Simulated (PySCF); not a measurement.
Peak assignment

Bonds (- single, = double, # triple, : aromatic): C1=C2, C2-C3, C3=C4, C4-C5, C5=C6, C5-C7, C7=N8, N8-C9. C1 carries H10, H11; C2 carries H12; C3 carries H13; C4 carries H14; C6 carries H15, H16; C7 carries H17; C9 carries H18, H19, H20. Stereochemistry as in C=C/C=C\C(=C)/C=N\C. H10 is cis to C3; H15 is cis to C4; H11 is trans to C3; H16 is trans to C4.

- GFN2-xTB geometry
- NMR shieldings at PBE0/pcSseg-1/GIAO
- program: PySCF 2.14.0 with density-fitted response routines
- one computed conformer, fast rotation and ring inversion assumed for equivalent nuclei, relativity neglected, isolated molecule

Referencing at the same level of theory: TMS for ¹³C (σref 186.93), ¹H (σref 31.72).

Task: Assign these signals to the numbered atoms. ¹³C{¹H} NMR (computed): δ 169.4, 146.3, 141.5, 141.1, 135.5, 128.4, 128.2, 44.2.

Result: 
169.4 → C7, C=N carbon
146.3 → C5, fully substituted alkene carbon: an sp2 carbon of a C=C bond
141.5 → C2, alkene CH: an sp2 carbon of a C=C bond
141.1 → C3, alkene CH
135.5 → C4, alkene CH
128.4 → C6, terminal =CH2 carbon: as expected for a trigonal carbon in a double bond
128.2 → C1, terminal =CH2 carbon
44.2 → C9, methyl carbon bonded to N: pulled downfield by the heteroatom

C2 and C3; C6 and C1 lie closer than the usual error of such a calculation, so a measured spectrum could show them in the other order.

Task: Assign these signals to the numbered atoms. ¹H NMR (500 MHz, computed): δ 8.51 (s, 1H), 7.57 (m, 1H), 6.36 (m, 1H), 6.23 (m, 1H), 5.63 (br s, 1H), 5.56 (m, 1H), 5.54 (m, 1H), 5.19 (br s, 1H), 3.81 (s, 3H).

Result: 
| δ (ppm) | atoms | environment | reason |
| --- | --- | --- | --- |
| 8.51 | H17 | hydrogen on a C=N carbon | – |
| 7.57 | H12 | hydrogen on an alkene CH | olefinic region |
| 6.36 | H13 | hydrogen on an alkene CH | – |
| 6.23 | H14 | hydrogen on an alkene CH | – |
| 5.63 | H15 | hydrogen on a terminal =CH2 carbon | a vinylic proton, deshielded by the sp2 carbon and the C=C anisotropy |
| 5.56 | H10 | hydrogen on a terminal =CH2 carbon | – |
| 5.54 | H11 | hydrogen on a terminal =CH2 carbon | – |
| 5.19 | H16 | hydrogen on a terminal =CH2 carbon | – |
| 3.81 | H18/H19/H20 | hydrogen on a methyl carbon bonded to N | its carbon carries N, an electronegative neighbour |

H15 and H10; H10 and H11 lie closer than the usual error of such a calculation, so a measured spectrum could show them in the other order.

Shifts are as computed. Against solution values, carbons near 30 ppm lie about +3 ppm off and those near 130 ppm about +5 ppm. Of 1211 compounds with measured shifts, 218 miss one by over three times the rms of a fit or turn the order of signals round; such compounds aren't used in these exercises. No couplings were computed; multiplicities are counted from neighbouring protons, with m where these are inequivalent, close in shift, in a saturated or five-membered ring or joined by F or P, and br s for small geminal =CH2 splittings.
